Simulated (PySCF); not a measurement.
Job file and geometry (Å, from GFN2-xTB) of a spin–spin coupling run on SMILES C/C=C(\B)C, C4H9B, B3LYP/pcJ-1 indirect spin-spin coupling, non-relativistic, gas phase in PySCF 2.14.0, density-fitted response routines; density fitting, a coarse starting grid and PySCF grid level 2 are the driver's defaults:

```
{"job": {"kind": "j", "xc": "B3LYP", "basis": "pcJ-1"}, "charge": 0, "multiplicity": 1}
B      0.288392    -1.618815    -0.576747
C      0.450602    -0.176494    -0.048708
C      1.794807     0.194458     0.533080
C     -0.504790     0.769890    -0.064782
C     -1.896644     0.658443    -0.578296
H     -0.709574    -2.007813    -1.045410
H      1.195919    -2.355693    -0.506924
H      2.031371    -0.458769     1.371708
H      1.818460     1.226715     0.879185
H      2.574727     0.061782    -0.215273
H     -0.274377     1.754258     0.337441
H     -2.601871     0.874332     0.225288
H     -2.059689     1.403128    -1.358531
H     -2.108009    -0.325896    -0.979177
```

Problem. What does the program print?

Solution. 
```
coarse grid: 11016 points
cycle   1  E = -182.5873291931  dE =  2.303e-01  |g| = 4.309e-01  |ddm| = 2.856e+00
cycle   2  E = -182.5689808356  dE =  1.835e-02  |g| = 5.062e-01  |ddm| = 8.288e-01
cycle   3  E = -182.6368741937  dE = -6.789e-02  |g| = 9.190e-02  |ddm| = 5.179e-01
cycle   4  E = -182.6382532511  dE = -1.379e-03  |g| = 5.332e-02  |ddm| = 1.010e-01
cycle   5  E = -182.6389707372  dE = -7.175e-04  |g| = 9.291e-03  |ddm| = 4.595e-02
cycle   6  E = -182.6389964801  dE = -2.574e-05  |g| = 2.670e-03  |ddm| = 1.071e-02
cycle   7  E = -182.6389981835  dE = -1.703e-06  |g| = 5.030e-04  |ddm| = 2.177e-03
final grid: 104392 points
cycle   8  E = -182.6782438879  dE = -9.380e-05  |g| = 5.876e-03  |ddm| = 2.123e-02
cycle   9  E = -182.6782393945  dE =  4.493e-06  |g| = 7.042e-03  |ddm| = 1.006e-02
cycle  10  E = -182.6782524563  dE = -1.306e-05  |g| = 9.691e-04  |ddm| = 6.016e-03
cycle  11  E = -182.6782525470  dE = -9.074e-08  |g| = 8.104e-04  |ddm| = 1.390e-03
cycle  12  E = -182.6782527201  dE = -1.731e-07  |g| = 1.010e-04  |ddm| = 6.439e-04
cycle  13  E = -182.6782527226  dE = -2.510e-09  |g| = 1.658e-05  |ddm| = 9.022e-05
cycle  14  E = -182.6782527227  dE = -5.815e-11  |g| = 6.232e-06  |ddm| = 1.685e-05
converged SCF energy = -182.6782527227

Indirect spin-spin couplings (Hz)
  i      j    bonds     total        FC       PSO       DSO        SD
  0 B    1 C    1     65.842    68.026    -2.440     0.208     0.048
  0 B    2 C    2      4.800     4.811     0.059    -0.035    -0.035
  0 B    3 C    2      6.505     4.137     1.083    -0.058     1.343
  0 B    4 C    3      4.961     4.946    -0.020    -0.008     0.044
  0 B    5 H    1    127.229   128.030    -1.786     0.455     0.530
  0 B    6 H    1    128.546   129.359    -1.788     0.435     0.539
  0 B    7 H    3      1.772     1.978    -0.093    -0.079    -0.034
  0 B    8 H    3      7.807     7.821     0.591    -0.599    -0.006
  0 B    9 H    3      1.778     1.985    -0.093    -0.079    -0.034
  0 B   10 H    3      6.723     6.583     0.797    -0.641    -0.016
  0 B   11 H    4     -0.385    -0.299     0.244    -0.291    -0.039
  0 B   12 H    4     -0.372    -0.287     0.248    -0.293    -0.040
  0 B   13 H    4     -0.319    -0.105    -0.448     0.301    -0.067
  1 C    2 C    1     36.668    37.487    -1.010     0.190         -
  1 C    3 C    1     66.753    76.296    -9.742     0.200         -
  1 C    4 C    2      2.042     2.532    -0.447    -0.043         -
  1 C    5 H    2      4.323     4.844    -0.417    -0.104         -
  1 C    6 H    2      3.737     4.245    -0.432    -0.076         -
  1 C    7 H    2     -5.451    -5.417     0.094    -0.128         -
  1 C    8 H    2     -4.076    -3.812    -0.067    -0.196         -
  1 C    9 H    2     -5.450    -5.415     0.094    -0.128         -
  1 C   10 H    2     -1.462     0.359    -1.439    -0.382         -
  1 C   11 H    3      5.954     6.088     0.217    -0.351         -
  1 C   12 H    3      5.982     6.115     0.219    -0.353         -
  1 C   13 H    3      5.092     5.505    -0.437     0.025         -
  2 C    3 C    2      2.175     2.556    -0.357    -0.025         -
  2 C    4 C    3      5.397     5.463     0.008    -0.074         -
  2 C    5 H    3      7.319     7.349     0.314    -0.343         -
  2 C    6 H    3      5.238     5.186     0.027     0.025         -
  2 C    7 H    1    132.264   130.446     1.206     0.612         -
  2 C    8 H    1    130.941   129.170     1.138     0.633         -
  2 C    9 H    1    132.212   130.394     1.206     0.612         -
  2 C   10 H    3      9.975    10.144    -0.219     0.050         -
  2 C   11 H    4     -1.483    -1.473     0.247    -0.257         -
  2 C   12 H    4     -1.469    -1.459     0.247    -0.257         -
  2 C   13 H    4     -0.459    -0.435     0.246    -0.270         -
  3 C    4 C    1     42.775    44.488    -1.883     0.170         -
  3 C    5 H    3      1.726     1.743     0.039    -0.057         -
  3 C    6 H    3      5.997     5.848     0.523    -0.374         -
  3 C    7 H    3      6.881     7.021     0.218    -0.358         -
  3 C    8 H    3      8.717     9.128    -0.511     0.101         -
  3 C    9 H    3      6.898     7.037     0.219    -0.358         -
  3 C   10 H    1    153.602   153.066    -0.273     0.808         -
  3 C   11 H    2     -8.228    -8.109     0.066    -0.185         -
  3 C   12 H    2     -8.195    -8.072     0.062    -0.185         -
  3 C   13 H    2     -5.137    -4.680    -0.237    -0.220         -
  4 C    5 H    4      1.861     1.867    -0.125     0.119         -
  4 C    6 H    4      1.649     1.654     0.237    -0.242         -
  4 C    7 H    4     -1.020    -0.993     0.255    -0.283         -
  4 C    9 H    4     -1.018    -0.991     0.255    -0.283         -
  4 C   10 H    2      5.490     5.766     0.020    -0.296         -
  4 C   11 H    1    131.017   129.079     1.344     0.594         -
  4 C   12 H    1    131.023   129.085     1.344     0.594         -
  4 C   13 H    1    136.361   134.696     1.042     0.623         -
  5 H    6 H    2      3.297     3.505     1.820    -2.029         -
  5 H    7 H    4      0.174     0.297     0.994    -1.117         -
  5 H    8 H    4      2.816     2.905     1.432    -1.521         -
  5 H    9 H    4      0.173     0.296     0.995    -1.117         -
  5 H   10 H    4     -0.206    -0.102     1.532    -1.637         -
  5 H   11 H    5     -0.854    -0.792     0.535    -0.597         -
  5 H   12 H    5     -0.838    -0.776     0.547    -0.609         -
  5 H   13 H    5     -0.591    -0.781    -2.314     2.504         -
  6 H    7 H    4      0.288     0.314    -0.518     0.491         -
  6 H    8 H    4      1.175     1.223     1.493    -1.541         -
  6 H    9 H    4      0.287     0.314    -0.516     0.489         -
  6 H   10 H    4      1.483     1.579     1.453    -1.548         -
  6 H   11 H    5     -0.874    -0.781     0.984    -1.076         -
  6 H   12 H    5     -0.864    -0.771     0.987    -1.080         -
  6 H   13 H    5     -0.298    -0.202     0.498    -0.593         -
  7 H    8 H    2    -12.825   -12.904     2.782    -2.702         -
  7 H    9 H    2    -18.400   -18.539     2.793    -2.655         -
  7 H   10 H    4     -2.718    -2.585     1.003    -1.136         -
  7 H   11 H    5      5.219     5.298     0.732    -0.812         -
  7 H   12 H    5      3.911     3.996     1.150    -1.235         -
  8 H    9 H    2    -12.869   -12.948     2.778    -2.698         -
  8 H   10 H    4     -0.497    -0.593    -1.975     2.070         -
  9 H   10 H    4     -2.716    -2.583     1.004    -1.137         -
  9 H   11 H    5      3.957     4.042     1.151    -1.235         -
  9 H   12 H    5      5.173     5.252     0.735    -0.814         -
 10 H   11 H    3      5.038     5.141     0.530    -0.633         -
 10 H   12 H    3      5.098     5.200     0.516    -0.618         -
 10 H   13 H    3     14.030    14.206     2.778    -2.954         -
 11 H   12 H    2    -22.336   -22.464     2.843    -2.714         -
 11 H   13 H    2    -13.338   -13.420     2.875    -2.793         -
 12 H   13 H    2    -13.275   -13.357     2.876    -2.793         -
```

Size and cost of the density-fitted run: 225 basis functions, 44 s wall time on 1 thread of an Arm Neoverse N1, shared host.
